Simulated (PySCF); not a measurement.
Species: C3H8NOSi (doublet state).
Z-matrix (Å and degrees, GFN2-xTB geometry), rows numbered from 1:
```
C 
C   1  1.3195
C   2  1.4969  1  124.59
O   3  1.3957  2  110.04  1  -139.19
Si  4  1.6177  3  129.56  2  -168.99
N   5  1.6774  4  113.57  3    33.21
H   1  1.0764  2  121.91  3  -178.88
H   1  1.0778  2  121.70  3     0.25
H   2  1.0813  1  121.17  3  -179.85
H   3  1.0992  2  109.62  1   100.84
H   3  1.0974  2  110.55  1   -17.61
H   5  1.4621  4   98.43  3   165.02
H   5  1.4892  4  108.36  3   -81.06
H   6  1.0067  5  123.49  4   169.60
```

The hyperfine couplings belong to this conformer and change with its torsions.

As a line formula: `C=CCO[SiH2][NH]` [radical].

Method: UKS B3LYP, pcH-1 on C H N O Si, non-relativistic, mean-field spin-orbit, GIAO (PySCF). Isolated species at its GFN2-xTB geometry (one conformer only). The geometry wasn't refined by DFT: couplings that depend on bond lengths, twists or pyramidal angles can differ widely from those at the functional's own minimum. No stability test was run, so a lower SCF solution isn't excluded.

Task: Break the g tensor into its mass correction, gauge correction and orbital-Zeeman/spin–orbit terms.

Result: 
```
                    Δg (ppt)      1      2      3
relativistic mass correction  -0.19  -0.19  -0.19
            gauge correction   0.00   0.03   0.04
   orbital Zeeman/spin–orbit   0.07   1.52   8.81
                       total  -0.12   1.37   8.67
```

So g = 2.00220, 2.00369, 2.01099 and g_iso = 2.00563; the tensor is rhombic: the two nearest values differ by 17 % of g3 − g1. 

Task: What effective moment and Curie constant follow for a powder?

Result: With the mean of g² = 4.0225 and S(S+1) = 0.75: μ_eff = √(⟨g²⟩S(S+1)) = 1.737 μB and χT = 0.12505·⟨g²⟩·S(S+1) = 0.377 cm³ K/mol (cgs; spin-Hamiltonian part alone).

Task: What are the electron Larmor frequencies g μB B/h along the three axes at 3350 mT?

Result: 93.8779, 93.9477, 94.2902 GHz for g1, g2 and g3, a range of 412.2 MHz.

Task: How much does each term add to the isotropic shift?

Result: The orbital-Zeeman/spin–orbit term 3.47, the mass correction -0.19 and the gauge correction 0.03 ppt, for a total of 3.31 ppt. The orbital-Zeeman/spin–orbit term is the largest in size. The mass correction is the same along every axis, so the anisotropy comes from the other two: their spans along these axes are 0.05 (gauge) and 8.74 ppt (orbital Zeeman/spin–orbit).

Task: In a frozen sample, at which fields do the three g values resonate at 9.5, 34, 94 and 263 GHz (hyperfine left aside), and which band first spreads them over more than twice a line width of 0.3 mT?

Result: 
```
band    GHz  B(g3) mT  B(g2) mT  B(g1) mT  spread mT
   X    9.5    337.52    338.75    339.00       1.48
   Q   34.0   1207.97   1212.38   1213.28       5.30
   W   94.0   3339.69   3351.86   3354.36      14.67
   J  263.0   9344.03   9378.09   9385.06      41.03
```

The spread grows in proportion to the frequency. X band is the first where it exceeds 0.6 mT.

The largest Mulliken spin populations are on N6 (+0.95) and H13 (+0.09). No atom but N6 exceeds +0.15.

The HOMO–LUMO gaps are 7.31 eV among the α and 3.13 eV among the β orbitals.
